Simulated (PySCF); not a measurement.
## Shapes and spin states of MoCl₂

All numbers come from PBE in PySCF with Mo def2-SVP with ECP28, Cl def2-SVP; scalar-relativistic core potentials, no spin–orbit coupling; density-fitted integrals.

Relaxations began from a few typed shapes and spin states; open shells are unrestricted. The search is not exhaustive: other isomers or separated fragments can lie lower, and high-lying points may rest on an excited occupation.

Task: Order these stationary points by electronic energy, lowest first, in kJ/mol from the lowest minimum.
A. quintet D∞h: Mo–Cl 2.299 Å (×2); Cl–Mo–Cl 180.0°
B. quintet C2v: Mo–Cl 2.280 Å (×2); Cl–Mo–Cl 133.0°
C. broken-symmetry Ms = 1 (⟨S²⟩ 3.01) C2v: Mo–Cl 2.267 Å (×2); Cl–Mo–Cl 129.3°
D. broken-symmetry Ms = 1 (⟨S²⟩ 2.85) D∞h: Mo–Cl 2.269 Å (×2); Cl–Mo–Cl 180.0°
E. broken-symmetry Ms = 1 (⟨S²⟩ 2.88) C2v: Mo–Cl 2.256 Å (×2); Cl–Mo–Cl 136.9°

Result: B (0.0), A (11.5), E (78.2), C (81.8), D (87.5).

Task: Which of them are minima?

Result: By energy in kJ/mol, 0.0: minimum; 11.5: saddle point, 1 imaginary mode; 78.2: minimum; 81.8: minimum; 87.5: saddle point, 1 imaginary mode.

Formally Mo is in oxidation state +2, d4, with 4 unpaired electrons (the high-spin count). The Mulliken spin on Mo is 3.99. The polar-tensor charge on Mo, 0.95, is far below the formal one.

For the lowest minimum: open d and f shells are described by one determinant, and the ground state may have another occupation or spin.

The electron or spin density has lower symmetry than the nuclear frame for the quintet D∞h at 11.5 kJ/mol, broken-symmetry Ms = 1 (⟨S²⟩ 2.88) C2v at 78.2 kJ/mol, broken-symmetry Ms = 1 (⟨S²⟩ 2.85) D∞h at 87.5 kJ/mol.
